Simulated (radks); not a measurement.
Task: These are the eigenvalues of the occupied orbitals of an atom or ion with whole-number occupations (hartree). Calculated with a radial shooting solver on a logarithmic mesh with Libxc functionals: Dirac Kohn-Sham, PBE, spin-unpolarised, spherical densities, point nucleus.

1s1/2: -1314.721
2s1/2: -206.2578
2p1/2: -194.0392
2p3/2: -181.0933
3s1/2: -42.98287
3p1/2: -37.88117
3p3/2: -35.40023
3d3/2: -26.44059
3d5/2: -25.91393
4s1/2: -8.21548
4p1/2: -6.38502
4p3/2: -5.87901
4d3/2: -2.90398
4d5/2: -2.82001
5s1/2: -1.10872
5p1/2: -0.66415
5p3/2: -0.60360
4f5/2: -0.01594
4f7/2: -0.01594

Which element is it, and in what charge state? The configuration may be excited. Open shells, if any, are shared by 2j + 1.

Result: Z = 55, caesium, charge 0: Cs in [Xe] 4f1. The list shows which subshells hold electrons but not how many an open one holds; the 1s level, -1314.7 hartree, gives Z - s = 51.3 by -(Z - s)^2/2, which with screening and relativity narrows Z to a few neighbours, and the depths of the outer levels then fix element, charge and occupations together.
